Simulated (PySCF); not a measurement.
C6H4N2OSe, SMILES c1c[se]c(-c2nnco2)c1. Heavy atoms are numbered as in [cH:1]1[cH:2][se:3][c:4](-[c:5]2[n:6][n:7][cH:8][o:9]2)[cH:10]1. Hydrogens are named by the atom that carries them.

Geometry optimised at B3LYP-D3(BJ)/def2-SVP. This is a generated structure with no PubChem entry under its InChIKey; it may be hypothetical. Other conformers were not sampled.

Calculation: HF/def2-SVP (PySCF).

ESP charges are fitted to the potential on shells at 1.4 to 2.0 van der Waals radii. Atomic charges (e), one atom of each kind:

| atom | IAO | ESP fit |
|---|---|---|
| C1 (CH) | -0.16 | -0.32 |
| C2 (CH) | -0.29 | -0.14 |
| Se3 | 0.38 | 0.12 |
| C4 | -0.22 | -0.78 |
| C5 | 0.36 | 1.13 |
| N6 | -0.26 | -0.48 |
| N7 | -0.22 | -0.35 |
| C8 (CH) | 0.21 | 0.24 |
| O9 | -0.35 | -0.35 |
| C10 (CH) | -0.11 | 0.31 |
| H on C1 | 0.15 | 0.19 |
| H on C2 | 0.16 | 0.21 |
| H on C8 | 0.18 | 0.16 |
| H on C10 | 0.17 | 0.06 |

Computed Mayer and Wiberg (Löwdin basis) orders of the bonds:
| bond | Mayer | Wiberg |
|---|---|---|
| C1–C2 | 1.65 | 1.72 |
| C2–Se3 | 1.15 | 1.27 |
| Se3–C4 | 1.09 | 1.19 |
| C4–C5 | 1.09 | 1.14 |
| C5–N6 | 1.77 | 1.87 |
| N6–N7 | 1.09 | 1.28 |
| N7–C8 | 1.81 | 1.98 |
| C5–O9 | 1.05 | 1.24 |
| C8–O9 | 1.02 | 1.26 |
| C1–C10 | 1.21 | 1.26 |
| C4–C10 | 1.67 | 1.63 |
